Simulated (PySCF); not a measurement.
NMR data simulated for an unnamed compound:

1H NMR (300 MHz, computed): δ 6.93 (m, 1H), 6.90 (m, 1H), 5.87 (m, 1H), 1.09 (s, 9H).

13C{1H} NMR (computed): δ 203.5 (C), 135.7 (CH2), 135.0 (CH), 46.2 (C), 28.0 (CH3).

One conformer, gas phase, averaged over atoms made equivalent by symmetry, fast rotation or ring inversion, non-relativistic. σ from GIAO-PBE/pcSseg-1; coordinates at the PBE0-D3(BJ)/def2-SVP level; PySCF 2.14.0 with density-fitted response routines.

Shifts are taken against calculated references (same method and geometry level): 1H (σref 31.20), 13C (σref 180.03) against TMS.

Problem. Which of these does the molecule contain: a methoxy group, a vinyl group CH=CH2, a ketone, a tert-butyl group, an OH group, a CF3 group?

Solution. 
- A methoxy group: no.
- A vinyl group CH=CH2: yes (δC 135.7, 135.0; δH 6.90 (m), 5.87 (m), 6.93 (m)).
- A ketone: yes (δC 203.5).
- A tert-butyl group: yes (δC 28.0, 46.2; δH 1.09 (s)).
- An OH group: no.
- A CF3 group: no.

The data belong to `InChI=1S/C7H12O/c1-5-6(8)7(2,3)4/h5H,1H2,2-4H3`; they needn't prove each group on their own.

Carbon signals by region: 1 in the far downfield region (above 160 ppm), 2 in the sp2 and nitrile region (100–160 ppm), 2 below 50 ppm. Above 160 ppm: 203.5, ketone carbonyl carbon.

Shifts are as computed. Against solution values, carbons near 30 ppm lie about +2 ppm off and those near 130 ppm about +2 ppm. Of 1211 compounds with measured shifts, 218 miss one by over three times the rms of a fit or turn the order of signals round; such compounds aren't used in these exercises. No couplings were computed; multiplicities are counted from neighbouring protons, with m where these are inequivalent, close in shift, in a saturated or five-membered ring or joined by F or P, and br s for small geminal =CH2 splittings.
